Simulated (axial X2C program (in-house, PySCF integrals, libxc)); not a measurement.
# Spin–orbit effects down a group: molecules with Pt, PBE0

Calculated with an in-house relativistic program for diatomic molecules, spin-free (one-electron X2C) or two-component (2c: spin–orbit coupling with atomic mean-field Coulomb and Gaunt terms, which also bring small scalar terms), in Dyall basis sets with cores contracted in-house; open shells are unrestricted.

Basis sets: C dyall-v3z, Ge dyall-cv3z, Pt dyall-cv3z, Si dyall-v3z.

```json
{"molecule": "PtC", "spin-free state": "M_S = 0, Λ = 0", "Re (Å)": "1.660", "ωe (cm⁻¹)": "1109.5", "De (eV)": "6.17", "2c state": "Ω = 0", "Re 2c (Å)": "1.663", "ωe 2c (cm⁻¹)": "1093.6", "De 2c (eV)": "5.91"}
{"molecule": "PtSi", "spin-free state": "M_S = 0, Λ = 0", "Re (Å)": "2.066", "ωe (cm⁻¹)": "562.5", "De (eV)": "5.06", "2c state": "Ω = 0", "Re 2c (Å)": "2.072", "ωe 2c (cm⁻¹)": "553.9", "De 2c (eV)": "4.81"}
{"molecule": "PtGe", "spin-free state": "M_S = 0, Λ = 0", "Re (Å)": "2.151", "ωe (cm⁻¹)": "366.6", "De (eV)": "4.57", "2c state": "Ω = 0", "Re 2c (Å)": "2.157", "ωe 2c (cm⁻¹)": "360.7", "De 2c (eV)": "n/a"}
```

(1) Work out the shifts from the spin-free to the two-component result.

Each entry is the lowest single determinant of a limited PBE0 search at one distance. De goes to single-determinant-based atoms at the same level (for ions the charge split of lowest energy) and is withheld (n/a) where an atom does not fit its ground term or J level. Main or longest-lived isotopes. Some light 2c atoms are not at their ground J level, so De misses part of their lowering (0.04 eV or less). The functionals have no current term, which raises determinants with orbital currents.

Results:

(1) 

```tsv
molecule	2c state	ΔRe (Å)	Δωe (cm⁻¹)	ΔDe (eV)
PtC	Ω = 0	0.003	-15.9	-0.26
PtSi	Ω = 0	0.006	-8.6	-0.25
PtGe	Ω = 0	0.006	-5.9	n/a
```

Shifts of one unit in the last digit are rounding.
